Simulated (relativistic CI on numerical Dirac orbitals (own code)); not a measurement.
## Ligand-field terms of d8

Computed with a parametric ligand-field model of a d^n configuration (Racah B and C, spin-orbit zeta, crystal field), exact diagonalisation.

Field parameters in Wybourne normalisation: Oh B⁴₀ = 21Dq, B⁴₄ = √(5/14) B⁴₀. The field is a parameter set, without covalency.

B = 940 cm⁻¹, C = 4620 cm⁻¹ (C/B = 4.91), Oh, no spin-orbit coupling. Tanabe-Sugano data, E/B above the lowest term (Δ = |10Dq|; b, c mark the second and third term of a kind):

| Δ/B | 3A2 | 3T2 | 3T1 | 1E | 3T1(b) | 1A1 |
| --- | --- | --- | --- | --- | --- | --- |
| 1.0 | 0.00 | 1.00 | 1.79 | 15.55 | 16.21 | 22.60 |
| 3.0 | 0.00 | 3.00 | 5.29 | 16.41 | 18.71 | 23.99 |
| 5.0 | 0.00 | 5.00 | 8.68 | 16.83 | 21.32 | 25.18 |
| 7.0 | 0.00 | 7.00 | 11.92 | 17.07 | 24.08 | 26.21 |
| 9.0 | 0.00 | 9.00 | 15.00 | 17.22 | 27.00 | 27.09 |
| 11.0 | 0.00 | 11.00 | 17.92 | 17.32 | 30.08 | 27.85 |
| 13.0 | 0.00 | 13.00 | 20.68 | 17.39 | 33.32 | 28.50 |
| 15.0 | 0.00 | 15.00 | 23.29 | 17.45 | 36.71 | 29.07 |
| 17.0 | 0.00 | 17.00 | 25.79 | 17.49 | 40.21 | 29.56 |
| 19.0 | 0.00 | 19.00 | 28.19 | 17.52 | 43.81 | 29.99 |
| 21.0 | 0.00 | 21.00 | 30.51 | 17.55 | 47.49 | 30.37 |
| 23.0 | 0.00 | 23.00 | 32.78 | 17.58 | 51.22 | 30.70 |
| 25.0 | 0.00 | 25.00 | 35.00 | 17.60 | 55.00 | 31.00 |
| 27.0 | 0.00 | 27.00 | 37.18 | 17.61 | 58.82 | 31.27 |
| 29.0 | 0.00 | 29.00 | 39.34 | 17.63 | 62.66 | 31.51 |
| 31.0 | 0.00 | 31.00 | 41.47 | 17.64 | 66.53 | 31.72 |
| 33.0 | 0.00 | 33.00 | 43.58 | 17.65 | 70.42 | 31.92 |
| 35.0 | 0.00 | 35.00 | 45.68 | 17.66 | 74.32 | 32.09 |
| 37.0 | 0.00 | 37.00 | 47.77 | 17.67 | 78.23 | 32.26 |
| 39.0 | 0.00 | 39.00 | 49.84 | 17.68 | 82.16 | 32.41 |
| 41.0 | 0.00 | 41.00 | 51.91 | 17.69 | 86.09 | 32.54 |
| 43.0 | 0.00 | 43.00 | 53.97 | 17.69 | 90.03 | 32.67 |
| 45.0 | 0.00 | 45.00 | 56.03 | 17.70 | 93.97 | 32.78 |
| 47.0 | 0.00 | 47.00 | 58.08 | 17.70 | 97.92 | 32.89 |

The ground term stays 3A2.
